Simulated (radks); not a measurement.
Results of a calculation; reference values are marked as such.
Problem. Species: Cs XVII. Configuration: [Kr] 4d3. Code: a radial shooting solver on a logarithmic mesh with Libxc functionals. Model: scalar-relativistic Kohn-Sham, LDA (Slater exchange, VWN5 correlation), spin-polarised, spherical densities, finite nucleus; open shells are filled with parallel spins first (spin-orbit coupling, left out, can overturn this in heavy ions); Fermi nuclear charge, rms radius 4.8041 fm. Some entries of the table are withheld. Estimate them.

orbital,occ.,eigenvalue (hartree),<1/r> (bohr^-1),<r^2> (bohr^2)
1s up,1,-1328.131,59.34,0.0009266
1s down,1,-1328.129,59.34,0.0009266
2s up,1,-220.2131,13.64,0.01484
2s down,1,-220.1550,13.64,0.01484
2p up,3,-199.1150,13.00,0.01177
2p down,3,-199.0681,13.00,0.01177
3s up,1,-56.34139,4.934,0.1016
3s down,1,-56.30090,4.936,0.1014
3p up,3,-49.55105,4.691,0.1013
3p down,3,-49.50779,4.693,0.1012
3d up,5,-39.62760,4.454,0.08679
3d down,5,-39.57209,4.454,0.08667
4s up,1,-20.41505,2.151,0.4856
4s down,1,-20.24001,2.151,0.4858
4p up,3,-18.08904,2.019,(1)
4p down,3,-17.91504,2.019,(2)
4d up,3,-14.66174,1.834,0.5925
4d down,0,-14.49078,1.832,0.5947
5s up,0,-10.16058,(3),(4)
5s down,0,-10.07352,(5),(6)
5p up,0,-9.22681,1.075,1.861
5p down,0,-9.14852,1.067,1.883

Solution. 
(1) 4p up <r^2> (bohr^2): 0.5293
(2) 4p down <r^2> (bohr^2): 0.5301
(3) 5s up <1/r> (bohr^-1): 1.139
(4) 5s up <r^2> (bohr^2): 1.675
(5) 5s down <1/r> (bohr^-1): 1.131
(6) 5s down <r^2> (bohr^2): 1.693
